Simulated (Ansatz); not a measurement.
`N[C@@H](F)[Si@@H](O)F` + `OCS` → `NC(F)OCS` + `O[SiH2]F`  (substitution at a C–Si bond)

Gas-phase electronic energies from Ansatz, PBE0-D4/def2-TZVP geometries. CCSD(T)/CBS adds triple-zeta CCSD(T) − MP2 to the extrapolated MP2 energy (def2 sets, frozen cores). Functionals use def2-TZVPP. One conformer a species, not always the lowest.

CCSD(T)/CBS gives +7.4 kJ/mol.

Task: Another level gave 0.0 kJ/mol. Which?
A. HF/def2-TZVPP
B. PBE/def2-TZVPP
C. SCS-MP2/def2-TZVPP
D. B2PLYP/def2-TZVPP

Result: C. SCS-MP2/def2-TZVPP 0.0, PBE 11.0, HF/def2-TZVPP -11.3, B2PLYP 4.1 kJ/mol.

Largest T1 diagnostic among the species: 0.012.

From PBE to PBE0 (25 % exact exchange), in def2-TZVPP and without D4, ΔE moves by −3.9 kJ/mol. The D4 term adds +3.3 kJ/mol with B3LYP and +1.5 kJ/mol with PBE0; it sums over pairs of atoms, weighted by their polarisabilities, and B3LYP, whose exchange is more repulsive, gets the larger term. In def2-TZVPP, CCSD(T) changes the Hartree–Fock value by +12.2 kJ/mol (the triples alone add +0.1 kJ/mol) and MP2 by +14.1 kJ/mol.

B3LYP here is the variant with VWN-RPA as its local correlation; programs differ in this.
